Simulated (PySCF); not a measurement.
Telling isomers of C$_{8}$H$_{9}$BO$_{2}$ apart by NMR

Single conformer, gas phase, non-relativistic Hamiltonian, one averaged value for each set of equivalent atoms. B3LYP/pcJ-1 coupling constants (spin–dipole term left out of most H,H and C,H couplings); structure optimised with PBE0-D3(BJ)/def2-SVP; PBE0/pcSseg-1 with gauge-including orbitals; PySCF.

Chemical shifts δ = σref − σ; 1H (σref 31.27), 13C (σref 184.41) vs TMS, all at this level. Multiplet labels drop J under 1 Hz and among equivalent protons, and merge close values. Unscaled 3J(H,H) run several per cent high. Couplings to H on boron are left out. Carbons bonded to boron are broad in practice. Shifts are as computed. Against solution values, carbons near 30 ppm lie about +2 ppm off and those near 130 ppm about +5 ppm (rms about the fit 1.9 ppm; single classes can miss by 10 ppm). Of 1328 compounds with measured shifts, 309 miss one by over three times the rms of a fit or turn the order of signals round; such compounds aren't used in these exercises. Signals without a measured value on file couldn't be tested in this way; 1H shifts scatter by 0.2 ppm about their fit, and single ones miss by 0.5 ppm.

(1) Tabulate the signals of `COBc1cccc(=O)cc1`, `Bc1ccccc(OC)c1=O` and their relative energies.

(2) What is the quickest way to tell COBc1cccc(=O)cc1 from Bc1ccccc(OC)c1=O?

Answers

(1) 
```tsv
SMILES	carbon types	δC	δH	E rel. (kcal/mol)
COBc1cccc(=O)cc1	2×C 5×CH 1×CH3	186.8, 157.6, 156.3, 151.3, 150.2, 141.7, 139.0, 62.2	7.67 (d, 1H), 7.26 (m, 1H), 7.04 (m, 1H), 7.00 (m, 1H), 6.95 (m, 1H), 5.15 (br, 1H), 4.19 (s, 3H)	0.0
Bc1ccccc(OC)c1=O	3×C 4×CH 1×CH3	185.3, 176.9, 160.4, 154.1, 145.2, 129.6, 109.1, 54.7	7.87 (d, 1H), 7.07 (dd, 1H), 6.99 (br, 2H), 6.76 (dd, 1H), 5.97 (d, 1H), 3.72 (s, 3H)	47.5
```

Energies are electronic energies at PBE0/pcSseg-1 on these geometries, without zero-point or thermal terms, each for the one conformer computed, which needn't be the lowest.

(2) Both give the same number of carbon signals, but DEPT or the intensities differ. The first has a methyl carbon bonded to O (CH3) at 62.2 ppm, the second a unsaturated ring CH at 109.1 ppm. Their most deshielded carbons lie at 186.8 and 185.3 ppm.
